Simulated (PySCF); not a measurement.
Br²⁺: ionisation energy

Br²⁺ [Ar] 3d10 4s2 4p3 (4S) → Br³⁺ [Ar] 3d10 4s2 4p2 (3P), as a difference of total energies. Calculation: PySCF 2.14, in cc-pVDZ-DK (5s4p2d, 27 functions); the spin-free X2C one-electron Hamiltonian (Gaussian nucleus). Correlated levels: valence: [Ar] 3d10 frozen. The calculations carry no spin-orbit coupling.

| method | ionisation energy (eV) | difference from reference (eV) |
| --- | --- | --- |
| UHF | 34.610 | -0.261 |
| M06-L | 34.784 | -0.087 |
| r2SCAN | 35.430 | +0.559 |
| MP2 (valence) | 34.956 | +0.085 |
| SCS-MP2 (valence) | 34.835 | -0.036 |
| CCSD (valence) | 34.906 | +0.035 |
| CCSD(T) (valence) | 34.908 | +0.037 |

Reference: 34.871 ± 0.019 eV (measured; NIST Atomic Spectra Database, ionization energies).

The reference lies between the lowest fine-structure levels, while these numbers refer to the centres of the terms.

Errors of the correlated levels include the incompleteness of this basis and the frozen core.
